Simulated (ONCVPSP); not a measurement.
## Plane-wave convergence, ONCV potential for H (Z = 1)

- Element: hydrogen (H)
- Generator: ONCVPSP 4.0.1
- Type: optimised norm-conserving Vanderbilt (ONCV)
- Functional: PBEsol
- Relativity: scalar-relativistic
- Frozen core: none
- Valence charge: 1
- Reference configuration: 1s1
- Partial waves: 1s: rc 0.85 bohr, ncon 3, nbas 6, qcut 8.3 1/bohr, 1 projector; p scattering state at 0.34 Ha: rc 0.90 bohr, ncon 4, nbas 7, qcut 11 1/bohr, 2 projectors, debl 1.9 Ha
- Local potential: polynomial inside 0.75 bohr (lpopt 5, dvloc0 1 Ha)
- Core correction: none

**Question.** For each optimised wave give the share of its norm inside rc, the residual kinetic energy above qcut (Ha) and the cutoffs (Ha) for errors of 10, 1, 0.1 and 0.01 mHa per electron.

**Answer.**

```json
{"wave": "1s", "norm inside rc": "0.216", "residual KE": "4.4e-05", "10 mHa": "9.4", "1 mHa": "20.2", "0.1 mHa": "30.5", "0.01 mHa": "98.5"}
{"wave": "p projector 1", "norm inside rc": "0.013", "residual KE": "2.1e-08", "10 mHa": "1.8", "1 mHa": "4.3", "0.1 mHa": "11.1", "0.01 mHa": "23.4"}
{"wave": "p projector 2", "norm inside rc": "0.070", "residual KE": "2.4e-07", "10 mHa": "5.8", "1 mHa": "11.4", "0.1 mHa": "24.1", "0.01 mHa": "38.9"}
```

The occupied waves need 20 Ha and 30 Ha for 1 and 0.1 mHa.
